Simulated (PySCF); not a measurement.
## Calculated data, AlBH₃O₂, BF₂H₂O, BClH₃O, CH₃AlFO

Computed with PySCF 2.14.0. Calculation on a computer-drawn molecule: optimised geometry and harmonic frequencies of an isolated molecule of the commonest isotopes, restricted reference for singlets and unrestricted otherwise, frozen core in MP2.

(1) AlBH₃O₂

Start structure:
```xyz
7
AlBH3O2
O     -2.6646     2.0820     0.2653
B     -1.7827     1.4431    -0.3821
O     -0.9428     0.7615    -0.9692
Al     0.2936    -0.3072    -1.8072
H     -2.9060     2.9963     0.1435
H      0.2711    -1.7316    -1.2011
H      1.0331     0.5019    -2.9009
```

- charge: 1
- multiplicity: 1
- method: MP2
- basis: cc-pV(D+d)Z
- rotational constants: 102.6, 2.15, 2.105 GHz
- total energy: -418.4729 hartree
- convergence status largest gradient component: 6.486e-06 hartree/bohr

Drawn bonds:
```tsv
atom	other atom	order
1	2	1
2	3	1
3	4	1
1	5	1
4	6	1
4	7	1
```

Optimised structure:
```xyz
7
AlBH3O2
O     -2.6944     2.0899     0.2935
B     -1.7934     1.4515    -0.3742
O     -0.9456     0.7413    -0.9581
Al     0.3158    -0.3280    -1.8217
H     -2.9001     3.0255     0.1246
H      0.2874    -1.7513    -1.2102
H      1.0319     0.5170    -2.9056
```

Modes:
```tsv
frequency (cm⁻¹)	reduced mass (dalton)
73.64	4.842
81.73	9.008
121.1	1.095
411.1	10.15
435.8	3.406
486.1	7.799
535.9	1.232
614.5	1.147
742.6	1.062
812.1	1.392
1121	10.5
2054	5.843
2083	1.102
2128	1.073
3815	1.069
```

(2) BF₂H₂O

Start structure:
```xyz
6
BF2H2O
O      1.3442     2.3011    -0.0302
B      2.2126     1.9164    -1.1389
F      1.8331     0.6412    -1.6984
F      2.0789     2.8669    -2.2403
H      0.4778     2.2309    -0.3787
H      3.3748     1.8604    -0.7967
```

* charge: -1
* multiplicity: 1
* method: HF
* basis: aug-cc-pVDZ
* rotational constants: 8.991, 8.921, 5.026 GHz
* total energy: -299.8048 hartree
* convergence status largest gradient component: 3.556e-05 hartree/bohr

Drawn bonds:
```tsv
atom	other atom	order
1	2	1
2	3	1
2	4	1
1	5	1
2	6	1
```

Optimised structure:
```xyz
6
BF2H2O
O      1.3480     2.2611    -0.0489
B      2.2216     1.9107    -1.1500
F      1.8318     0.6341    -1.7038
F      2.0601     2.8570    -2.2300
H      0.4619     2.2767    -0.3703
H      3.3980     1.8774    -0.7802
```

Modes:
```tsv
frequency (cm⁻¹)	reduced mass (dalton)
206.9	1.162
423.9	9.617
464.4	6.499
557.5	4.568
883.4	4.552
904.2	4.568
993.7	2.717
1158	1.632
1172	1.279
1249	1.413
2402	1.076
4168	1.065
```

(3) BClH₃O

Start structure:
```xyz
6
BClH3O
O     -2.1397    -0.8542     2.7646
B     -2.3317    -0.1145     1.5099
Cl    -0.5707    -0.0261     0.6035
H     -1.4731    -0.3722     3.3433
H     -3.0509    -0.7087     0.8070
H     -2.5481     1.0472     1.6922
```

- charge: -1
- multiplicity: 1
- method: HF
- basis: aug-cc-pV(D+d)Z
- rotational constants: 32.07, 4.427, 4.062 GHz
- total energy: -560.9150 hartree
- convergence status largest gradient component: 3.525e-05 hartree/bohr

Drawn bonds:
```tsv
atom	other atom	order
1	2	1
2	3	1
1	4	1
2	5	1
2	6	1
```

Optimised structure:
```xyz
6
BClH3O
O     -2.1180    -0.8579     2.7809
B     -2.3690    -0.1262     1.5893
Cl    -0.4470    -0.0230     0.4864
H     -1.5443    -0.3715     3.3459
H     -3.0726    -0.7195     0.8030
H     -2.5634     1.0696     1.7149
```

Modes:
```tsv
frequency (cm⁻¹)	reduced mass (dalton)
152.2	10.51
290.7	1.935
438.5	1.764
811.7	1.142
950	1.07
1059	3.595
1129	1.174
1251	1.286
1318	1.254
2497	1.07
2569	1.101
4200	1.066
```

(4) BClH₃O

Start structure:
```xyz
6
BClH3O
O     -2.1180    -0.8579     2.7809
B     -2.3690    -0.1262     1.5893
Cl    -0.4470    -0.0230     0.4864
H     -1.5443    -0.3715     3.3459
H     -3.0726    -0.7195     0.8030
H     -2.5634     1.0696     1.7149
```

- charge: -1
- multiplicity: 1
- method: MP2
- basis: aug-cc-pV(D+d)Z
- rotational constants: 32.61, 4.784, 4.375 GHz
- total energy: -561.3890 hartree
- convergence status largest gradient component: 1.458e-05 hartree/bohr

Drawn bonds:
```tsv
atom	other atom	order
1	2	1
2	3	1
1	4	1
2	5	1
2	6	1
```

Optimised structure:
```xyz
6
BClH3O
O     -2.1119    -0.8808     2.7863
B     -2.3035    -0.1157     1.5400
Cl    -0.5356    -0.0324     0.5323
H     -1.5363    -0.3619     3.3614
H     -3.0632    -0.7133     0.7919
H     -2.5637     1.0756     1.7085
```

Modes:
```tsv
frequency (cm⁻¹)	reduced mass (dalton)
247.7	2.385
351.9	1.847
450.4	4.562
796	1.232
912	1.49
938.7	2.058
1099	1.139
1158	1.249
1224	1.18
2402	1.067
2483	1.101
3850	1.065
```

(5) AlBH₃O₂

Start structure:
```xyz
7
AlBH3O2
O     -2.0484    -1.4536    -0.2087
B     -1.4057    -0.3635     0.1602
Al     0.0193     0.8849    -0.6145
O      0.5216     2.2327     0.2519
H     -1.9610    -2.0085    -0.9693
H      0.7743     0.7614    -1.9480
H      0.8181     3.0364     0.6907
```

* charge: 0
* multiplicity: 2
* method: HF
* basis: cc-pV(D+d)Z
* rotational constants: 21.98, 2.451, 2.219 GHz
* total energy: -418.1252 hartree
* spin squared: 0.759
* convergence status largest gradient component: 4.194e-05 hartree/bohr

Drawn bonds:
```tsv
atom	other atom	order
1	2	1
2	3	1
3	4	1
1	5	1
3	6	1
4	7	1
```

Optimised structure:
```xyz
7
AlBH3O2
O     -1.7825    -1.6951    -0.1559
B     -1.0983    -0.5959    -0.4074
Al     0.2242     0.9270    -0.6524
O      0.2094     2.1649     0.5086
H     -2.6709    -1.6981    -0.4902
H      1.1320     1.0206    -1.9399
H      0.7044     2.9664     0.4996
```

Modes:
```tsv
frequency (cm⁻¹)	reduced mass (dalton)
57.7	6.078
139.3	5.573
292.6	1.082
364.5	5.846
408.7	1.313
495.9	2.511
505.5	1.492
581.2	1.213
719.7	1.339
882.2	4.959
1067	1.166
1517	10.71
1993	1.042
4091	1.066
4227	1.068
```

(6) CH₃AlFO

Start structure:
```xyz
7
CH3AlFO
O     -0.4010    -2.2275    -0.1753
C     -1.3615    -1.6048     0.4918
Al    -2.3678    -0.1694    -0.2352
F     -3.6256     0.7486     0.4320
H     -0.4354    -1.9015    -1.0897
H     -1.4072    -2.0718     1.5419
H     -2.0906     0.1621    -1.7644
```

- charge: 0
- multiplicity: 2
- method: HF
- basis: cc-pV(D+d)Z
- rotational constants: 25.63, 2.647, 2.399 GHz
- total energy: -455.8755 hartree
- spin squared: 0.7585
- convergence status largest gradient component: 1.302e-05 hartree/bohr

Drawn bonds:
```tsv
atom	other atom	order
1	2	1
2	3	1
3	4	1
1	5	1
2	6	1
3	7	1
```

Optimised structure:
```xyz
7
CH3AlFO
O     -0.4076    -2.3083    -0.1327
C     -1.3807    -1.5680     0.4538
Al    -2.3949    -0.1541    -0.3415
F     -3.5321     0.5955     0.5974
H     -0.2703    -2.0417    -1.0296
H     -1.5113    -1.9013     1.4806
H     -2.1922     0.3137    -1.8268
```

Modes:
```tsv
frequency (cm⁻¹)	reduced mass (dalton)
142.3	3.777
146.4	5.733
327.2	5.878
369.8	1.448
515.1	1.26
684.3	2.795
705.8	1.477
710	1.161
867.5	13.09
1267	1.367
1332	2.609
1544	1.365
2032	1.044
3292	1.085
4141	1.067
```
